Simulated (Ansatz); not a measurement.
C2H2N, SMILES `C#C[NH+]` (excited singlet) (charge 1, multiplicity 1). This singlet is an excited state, 0.84 eV above the relaxed triplet at the level B3LYP/cc-pVTZ // PBE0-D3(BJ)/def2-TZVP (Ansatz, a first-principles code).

Cartesian coordinates (Å):
SMILES: C#C[NH+]
```xyz
5

C      1.1519     0.1462    -0.0552
C     -0.1037     0.1095    -0.2222
N     -1.2986     0.3066    -0.3823
H      2.1990    -0.0733     0.0861
H     -1.9486    -0.4889    -0.4621
```
Charge +1, spin multiplicity 1.

The restricted HF start is unstable towards unrestricted orbitals.

**Question.** Give the natural occupations of the active orbitals, the CASSCF energy and the corrected energy for frozen-core fic-MRCISD+Q@CASSCF(2e,2o)/cc-pVTZ // PBE0-D3(BJ)/def2-TZVP in Ansatz.

**Answer.** 
| Item | Result |
|---|---|
| natural occupations | 1.88, 0.12 |
| CASSCF energy | -130.9806 Ha |
| corrected energy | -131.4365 Ha |
| weight of the reference | 0.888 |
